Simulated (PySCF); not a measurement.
Job for PySCF: R-HF/STO-3G on BrCdH (SMILES [Br][CdH]), a point of a bond scan (R = 1.824 Å).

```python
from pyscf import gto, scf, dft, mp
from pyscf.data.elements import chemcore

mol = gto.M(
    atom='''
    Cd   -0.00000000   -0.00000000   -0.99780141
    H     0.00000000    0.00000000   -2.82229500
    Br    0.00000000    0.00000000    1.44431142
    ''',
    basis='sto-3g',
    charge=0, spin=0, verbose=3, max_memory=1800)
mf = scf.RHF(mol)
mf.conv_tol = 1e-8
mf.max_cycle = 100
mf.kernel()
if not mf.converged:
    mf = mf.newton().run(mf.mo_coeff, mf.mo_occ)
```

Task: Predict the final total energy.

Result: -7956.9014 hartree.
